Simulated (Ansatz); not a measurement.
System: In, charge 0, doublet.

Total energies in hartree (Ansatz, a program for electronic structure). Open shells are spin-unrestricted; no spin-orbit coupling. Cores are frozen in correlated methods (noble-gas shells, and filled d and f shells in the p block). Past Kr the def2 sets carry scalar-relativistic core potentials. Where a partner has so few electrons that a lower coupled-cluster level is exact, that level stands in. Spin-orbit terms, left out, reach several kcal/mol for Br and I, and more for heavier atoms.

```tsv
species	HF/def2-TZVPPD	CCSD(T)/def2-TZVPPD	HF/def2-QZVPPD	CCSD(T)/def2-QZVPPD	CCSDT(Q)/def2-QZVPPD
1: In (doublet)	-189.21009	-189.25228	-189.21066	-189.25403	-189.25429
2: In- (triplet)	-189.20991	-189.26361	-189.21189	-189.26774	-189.26837
```

Task: Work out the electron affinity (In- (triplet) against In (doublet)) in eV: take Hartree-Fock from def2-QZVPPD, extrapolate the CCSD(T) correlation energy as X^-3 (X = 3, 4), and add CCSDT(Q) - CCSD(T) in def2-QZVPPD. 1 hartree = 27.211 eV.

Result: 
Species 1: correlation (64·(-0.04337) - 27·(-0.04219))/37 = -0.04423; step -0.00026; E1 = -189.21066 + (-0.04423) + (-0.00026) = -189.25515
Species 2: correlation (64·(-0.05585) - 27·(-0.05370))/37 = -0.05742; step -0.00063; E2 = -189.21189 + (-0.05742) + (-0.00063) = -189.26994
+1·E1 -1·E2 = 0.01479 hartree = 0.40 eV.
